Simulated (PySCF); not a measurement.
Be(SH)(SeH) (BeH2SSe), SMILES [SeH][Be][SH]. Atoms are numbered in the order given.

```xyz
5

Be     0.0409     0.3789    -0.5796
S      0.1627     1.4305    -2.1575
H     -1.1036     1.8727    -2.0380
Se    -0.0339    -0.7171     1.1321
H     -0.5106    -1.8948     0.3855
```
Charge 0, spin multiplicity 1.

Coordinates come from a B3LYP-D3(BJ)/def2-TZVP optimisation. The values are those of a single conformer.

All values below come from HF/def2-TZVPD (PySCF).

Mulliken values depend strongly on the basis, most of all with diffuse functions as here. ESP charges are fitted to the potential on shells at 1.4 to 2.0 van der Waals radii. Atomic charges (e):

```
atom  Mulliken  ESP fit    IAO
----  --------  -------  -----
Be1       0.24     0.46    ___
S2       -0.35    -0.37  -0.80
H3        0.22     0.14    ___
Se4      -0.26    -0.33    ___
H5        0.16     0.11   0.03
```

Q: Some entries are withheld; supply them. (The exact figures need the calculation; the answer reports its results.)

A: 
- Be1, IAO: 1.39
- H3, IAO: 0.08
- Se4, IAO: -0.71
